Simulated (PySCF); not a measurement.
**EPR parameters of C6H10NO**

Compound: C₆H₁₀NO (doublet state).
Structure used (GFN2-xTB), in Å, numbered top down from 1:
```
atom  x, y, z in Å
C1    -1.867    0.245   -1.319
C2    -1.975    0.779   -0.063
C3    -1.474    0.250    1.115
C4    -0.672   -0.989    1.227
C5     0.839   -0.678    1.194
O6     1.594   -1.015    2.077
N7     1.218   -0.019    0.084
C8     2.584    0.374   -0.161
H9    -2.305    0.739   -2.167
H10   -1.382   -0.696   -1.511
H11   -2.516    1.713    0.026
H12   -1.631    0.800    2.030
H13   -0.879   -1.679    0.408
H14   -0.864   -1.492    2.175
H15    0.515    0.268   -0.580
H16    2.955   -0.077   -1.083
H17    3.182    0.023    0.679
H18    2.668    1.460   -0.236
```

The hyperfine couplings belong to this conformer and change with its torsions.

Identity: `[CH2]/C=C\CC(=O)NC` [radical].

Computed, not measured: PySCF, UKS B3LYP, pcH-1 on C H N O, non-relativistic, mean-field spin-orbit, GIAO. One conformer (not necessarily the lowest) at the GFN2-xTB geometry, without solvent, vibrations or thermal averaging. A GFN2-xTB geometry isn't a minimum of the functional, and hyperfine couplings can be far from their values at a DFT geometry. The SCF solution wasn't tested for stability. ⟨S²⟩ is 0.774 where a pure state has 0.75.

| Property | Result |
| --- | --- |
| g1, g2, g3 | 2.00223, 2.00264, 2.00278 |
| g_iso | 2.00255 |
| Form of g | rhombic: the two nearest values differ by 26 % of g3 − g1 |
| ⟨S²⟩ | 0.7741 (exact 0.7500) |
| α and β electrons | 31, 30 |

Hyperfine couplings atom by atom, in MHz; T1 to T3 are the principal values of the dipolar part; ρ(0) is the spin density at the nucleus:

```json
{"atom": "C1", "isotope": "13C", "a_iso": "50.6", "T1": "-47.9", "T2": "-46.1", "T3": "94.0", "Mulliken spin population": "0.64", "ρ(0) (bohr⁻³)": "0.0450"}
{"atom": "C2", "isotope": "13C", "a_iso": "-45.8", "T1": "-26.8", "T2": "10.2", "T3": "16.6", "Mulliken spin population": "-0.25", "ρ(0) (bohr⁻³)": "-0.0408"}
{"atom": "C3", "isotope": "13C", "a_iso": "57.7", "T1": "-52.9", "T2": "-51.1", "T3": "104.0", "Mulliken spin population": "0.67", "ρ(0) (bohr⁻³)": "0.0513"}
{"atom": "C4", "isotope": "13C", "a_iso": "-19.8", "T1": "-1.6", "T2": "0.5", "T3": "1.1", "Mulliken spin population": "-0.05", "ρ(0) (bohr⁻³)": "-0.0177"}
{"atom": "C5", "isotope": "13C", "a_iso": "55.4", "T1": "-3.9", "T2": "-3.2", "T3": "7.2", "Mulliken spin population": "0.03", "ρ(0) (bohr⁻³)": "0.0493"}
{"atom": "O6", "isotope": "17O", "a_iso": "-0.7", "T1": "-4.6", "T2": "1.2", "T3": "3.4", "Mulliken spin population": "0.01", "ρ(0) (bohr⁻³)": "0.0011"}
{"atom": "N7", "isotope": "14N", "a_iso": "3.3", "T1": "-0.8", "T2": "-0.4", "T3": "1.2", "Mulliken spin population": "0.01", "ρ(0) (bohr⁻³)": "0.0102"}
{"atom": "C8", "isotope": "13C", "a_iso": "-0.1", "T1": "-0.4", "T2": "-0.3", "T3": "0.8", "Mulliken spin population": "0.00", "ρ(0) (bohr⁻³)": "-0.0001"}
{"atom": "H9", "isotope": "1H", "a_iso": "-39.0", "T1": "-23.4", "T2": "-0.2", "T3": "23.6", "Mulliken spin population": "-0.03", "ρ(0) (bohr⁻³)": "-0.0087"}
{"atom": "H10", "isotope": "1H", "a_iso": "-37.4", "T1": "-20.4", "T2": "-1.0", "T3": "21.4", "Mulliken spin population": "-0.03", "ρ(0) (bohr⁻³)": "-0.0084"}
{"atom": "H11", "isotope": "1H", "a_iso": "11.2", "T1": "-5.1", "T2": "-1.5", "T3": "6.5", "Mulliken spin population": "0.01", "ρ(0) (bohr⁻³)": "0.0025"}
{"atom": "H12", "isotope": "1H", "a_iso": "-42.6", "T1": "-25.2", "T2": "-0.6", "T3": "25.8", "Mulliken spin population": "-0.03", "ρ(0) (bohr⁻³)": "-0.0095"}
{"atom": "H13", "isotope": "1H", "a_iso": "18.5", "T1": "-3.4", "T2": "-1.3", "T3": "4.8", "Mulliken spin population": "0.01", "ρ(0) (bohr⁻³)": "0.0041"}
{"atom": "H14", "isotope": "1H", "a_iso": "29.1", "T1": "-3.1", "T2": "-2.9", "T3": "6.0", "Mulliken spin population": "0.01", "ρ(0) (bohr⁻³)": "0.0065"}
{"atom": "H15", "isotope": "1H", "a_iso": "-1.0", "T1": "-5.4", "T2": "0.2", "T3": "5.2", "Mulliken spin population": "0.00", "ρ(0) (bohr⁻³)": "-0.0002"}
{"atom": "H16", "isotope": "1H", "a_iso": "0.7", "T1": "-0.8", "T2": "-0.6", "T3": "1.5", "Mulliken spin population": "0.00", "ρ(0) (bohr⁻³)": "0.0002"}
{"atom": "H17", "isotope": "1H", "a_iso": "-0.1", "T1": "-0.9", "T2": "-0.5", "T3": "1.4", "Mulliken spin population": "0.00", "ρ(0) (bohr⁻³)": "0.0000"}
{"atom": "H18", "isotope": "1H", "a_iso": "2.3", "T1": "-0.8", "T2": "-0.7", "T3": "1.5", "Mulliken spin population": "0.00", "ρ(0) (bohr⁻³)": "0.0005"}
```

The largest Mulliken spin populations are on C3 (+0.67), C1 (+0.64) and C2 (-0.25). The positive populations add up to 1.39 and the negative ones to -0.39, together 2S = 1. The angles at C3 add up to 359.9°, so it is planar; its axial dipolar tensor and the negative coupling of its proton fit spin in a p orbital normal to that plane.

Axes: g3 points within 3° of the C1–H9 bond.

Under fast tumbling the dipolar parts average out, and these isotropic splittings remain (the largest six): 1 × 1H (H12, I = 1/2, 2 lines) with 1.52 mT, 1 × 1H (H9, I = 1/2, 2 lines) with 1.39 mT, 1 × 1H (H10, I = 1/2, 2 lines) with 1.34 mT, 2 × 1H (H13/H14, I = 1/2, 3 lines) with 0.85 mT, 1 × 1H (H11, I = 1/2, 2 lines) with 0.40 mT and 1 × 14N (N7, I = 1, 3 lines) with 0.12 mT.

Nuclei that the bonding pattern makes equivalent are averaged, as if the motion that swaps them (rotation, inversion, ring flip) were fast. H9 and H10 aren't averaged: C1 is flat or nearly so (angle sum 360°), and its turn about the short C1–C2 bond (1.37 Å) is taken as slow. The 1H value of +23.8 MHz is a mean of couplings from 18.5 to 29.1 MHz in this one geometry, not an average over conformers.

The 13C coupling of C3 (57.7 MHz) shows only in satellite lines or after enrichment, since that isotope makes up about 1.07 % of natural carbon.
